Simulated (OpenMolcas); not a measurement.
# Te: effect of the IPEA shift

* Program: OpenMolcas
* Basis: ANO-R2 [7s6p4d2f1g]
* Scalar Hamiltonian: X2C, finite nucleus
* Active space: 6 electrons in 8 orbitals (5s 5p 6s 6p)
* State averaging: 2S+1 = 3 even, 3 roots; 2S+1 = 1 even, 6 roots; 2S+1 = 3 odd, 1 root; 2S+1 = 1 odd, 5 roots
* Spin-orbit coupling: RASSI with atomic mean-field integrals over the reference wave functions, term energies averaged over their components

Methods on the same reference wave functions:
A. CASSCF
B. SS-CASPT2, IPEA 0.25 Eh, imaginary shift 0.1 Eh (closed shells correlated: 4d)
C. SS-CASPT2, IPEA 0.5 Eh, imaginary shift 0.1 Eh (closed shells correlated: 4d)

Energies in cm⁻¹ above 5s² 5p⁴ ³P₂, the measured ground level; measured values from NIST Handbook of Basic Atomic Spectroscopic Data.

```tsv
Level	A	B	C	Measured
5s² 5p⁴ ³P₂	0.0	0.0	0.0	0.0
5s² 5p⁴ ³P₁	4109	4170	4180	4751
5s² 5p⁴ ³P₀	4212	4510	4510	4706
5s² 5p⁴ ¹D₂	12216	11130	11060	10558
5s² 5p⁴ ¹S₀	21698	24360	24340	23198
```

Deviations, from unrounded energies. A percentage is the sum of absolute deviations over the sum of measured energies, with the sign that they share, or ± where signs differ.

| Against measurement | Levels | A | B | C |
| --- | --- | --- | --- | --- |
| mean absolute deviation (cm-1) | 4 | 1100 | 630 | 600 |
| fine structure of the ground term (%) | 2 | -12.0 | -8.2 | -8.1 |
| other terms of the ground configuration (%) | 2 | ±9.4 | +5.2 | +4.9 |

B, C lie about equally close to measurement and A furthest from it. The largest miss of C in the table is 5s² 5p⁴ ¹S₀, by +1100 cm-1. The ranking rests on the paired levels alone, and a cruder setting can come out closer through cancelling errors.

Between B and C the level of the table that moves most is 5s² 5p⁴ ¹D₂, by 69 cm-1 (lowest in C, highest in B). Moves below CASPT2's spread within the term are not significant.

The mean deviations of B to C differ by less than CASPT2's widest spread within a term (85 cm-1), so their order carries little weight.

From A to B the spin-free energies of the other terms of 5s² 5p⁴ shown, above ³P, scale by factors of 0.87 to 1.16.

The lowest spin-free term lies below A's lowest term by 0.548 hartree in B, 0.543 hartree in C.

CASPT2 does not keep the components of a term degenerate, so their means are used; among the terms shown or strongly mixed into the levels shown the widest spread is 85 cm-1 (5s² 5p⁴ ¹D, C). The run also gave levels led by 5s² 5p³ 6s, which use shells meant for correlation; these and all levels above them are left out. Computed and measured levels are paired by configuration, term and J; levels that our copy of the source lacks, or whose pairing is in doubt (as where it misses far off the trend of its configuration), stay unpaired and out of the deviations. Levels of configurations outside the active space are missing. The table leaves out levels that lie high or whose names do not pair safely across all columns.
